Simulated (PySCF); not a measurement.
Removal energies of I⁻ from EOM-IP-GCCSD

Reference: closed-shell I⁻, [Xe]; one electron is removed. Calculated with PySCF 2.14, two-component X2C-1e with screened spin-orbit coupling, x2c-TZVPPall-2c with one added diffuse shell each of s, p, d, f type (9s10p6d3f, 90 functions); frozen [Ar] 3d10; the 6 highest virtual spinors dropped; of the others 102 kept and the rest restored at second order. No Breit or QED terms. Binding energies in eV.

```tsv
level	Koopmans	second order	EOM-CCSD	experiment
5p1/2	4.219	3.626	3.923	4.002
5p3/2	3.091	2.740	2.960	3.059
```

Only part of the computed levels is shown.
